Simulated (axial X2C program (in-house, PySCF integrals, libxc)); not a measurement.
## CoCN: properties at the nuclei

Calculated with an axial X2C code built on PySCF integrals: two-component X2C with atomic mean-field Coulomb and Gaunt terms, Gaussian nuclei, basis Co dyall-v3z, C dyall-v3z, N dyall-av3z with contracted cores.

Co–C–N held linear, with bonds 1.851 and 1.160 Å (near the PBE0 minimum at charge 0 of the determinant lowest at the starting distance; the state shown can have its own minimum elsewhere, held linear; other orders of the atoms were not compared).

Determinant lowest in the PBE0 search, Ω = 3 (⟨Sz⟩ = 1.00, ⟨Lz⟩ = 2.00 at PBE0), spin on the atoms Co 1.06, C -0.04, N -0.02:

```tsv
level	Eeff magnitude (GV/cm)	Ws magnitude Co (kHz)	A∥/gI Co (MHz)	qzz Co (a.u.)	A∥/gI C (MHz)	qzz C (a.u.)	A∥/gI N (MHz)	qzz N (a.u.)	μ (D)
PBE0	0.251	0.0279	506	-0.55	-7.83	-0.53	1.25	-1.04	-7.53
HF	0.328	0.0372	394	-1.21	-11.8	-0.71	0.384	-1.27	-8.58
TPSSh	0.225	0.0249	533	-0.47	-7.32	-0.49	1.36	-1.00	-7.35
```

Eeff is the effective electric field on the electron electric dipole moment in this Ω state and Ws the scalar–pseudoscalar constant of the nucleus named (defined with the proton number Z and per Ω); A∥ (defined per Ω) follows by multiplying with gI = μI/(I μN); qzz is the electric field gradient, eQq0 = 234.96 MHz × Q/barn × qzz; μ is positive if the N end (last atom) is positive. The operators were transformed with the bare-nucleus X2C matrices; with these basis sets, hyperfine constants and field gradients can be off by tens of per cent, and where levels differ in sign neither size nor sign is settled.

Question: With gI(59Co) = 1.3220, gI(13C) = 1.4048, Q(14N) = 0.02044 barn (g factors from the IAEA table of nuclear moments by Stone; Q from Pyykkö, Mol. Phys. 2018), turn the PBE0 values of the first state into constants in MHz.

Answer: A∥(59Co) = 506 × 1.3220 = 669 MHz; A∥(13C) = -7.83 × 1.4048 = -11 MHz; eQq0(14N) = 234.96 × (0.02044) × (-1.04) = -4.99 MHz.

The molecule was held linear; bending was not examined, so a bent shape may lie lower.

Each state is one determinant with collinear spin, which with several unpaired electrons need not be a pure state. Unrestricted Hartree–Fock can overshoot spin polarisation at the nuclei. With several open shells hyperfine constants can be off by a factor of several. Open-shell Ω = 0 determinants with evenly filled partner blocks cannot be reached by this program, so the Ω shown need not be the lowest component. The search compared states at one distance, so a state with another bond length can lie lower. Further determinants of the search, some of them spin-mixed, are not shown. Where a field gradient or hyperfine factor spreads by more than a factor of two over the levels, a constant derived from it is not to be relied on.
